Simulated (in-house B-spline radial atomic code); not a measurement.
# How G0W0 and RPA depend on the start: Ti4+

Configuration [Ne] 3s2 3p6. Computed with a B-spline radial code for spherical atoms: all electrons, non-relativistic, point nucleus, each spin shell either full or empty, empty states to l = 9 with an (l + 1/2)⁻⁴ tail; G0W0 by contour deformation at full frequency.

```csv
start,mean-field 3p (eV),G0W0 (eV),QP weight,RPA correlation (Eh)
Hartree-Fock,-99.34,-99.88,0.969,-1.0643
LDA VWN5,-89.36,-99.35,0.942,-1.2054
PBE,-89.34,-99.28,0.943,-1.2032
PBE0,-92.19,-99.47,0.952,-1.1623
r2SCAN,-90.25,-99.42,0.948,-1.1804
HSE06,-91.75,-99.45,0.951,-1.1666
B3LYP (VWN-RPA),-91.64,-99.44,0.950,-1.1708
SCAN,-90.28,?,?,?
TPSS,-89.63,-99.31,0.944,-1.1946
BHandHLYP,-94.85,?,?,?
CAM-B3LYP,-93.62,-99.56,0.955,-1.1507
LC-wPBE,-94.91,-99.59,0.958,-1.1458
wB97X,-94.64,-99.50,0.959,-1.1411
PBEsol,-89.23,-99.31,0.943,-1.2039
BLYP,-89.18,-99.27,0.942,-1.204
r2SCAN0,-92.79,-99.55,0.955,-1.1479
LDA exchange-only,-87.51,-99.40,0.940,-1.2047
```

(1) What G0W0 level, weight and RPA correlation energy follow from the BHandHLYP start?

(2) What G0W0 level, weight and RPA correlation energy follow from the SCAN start?

(3) How much of the dependence on the start does G0W0 remove?

## Answers

(1) G0W0 level -99.63 eV, weight 0.959, RPA correlation -1.1266 hartree.

(2) G0W0 level -99.40 eV, weight 0.948, RPA correlation -1.1794 hartree.

(3) The mean-field levels span 11.8 eV and the G0W0 levels 0.609 eV. Against 99.299 ± 0.012 eV (NIST, measured) the G0W0 removal energies are off by -0.03 to +0.58 eV, with relativity, Breit and QED terms left out.
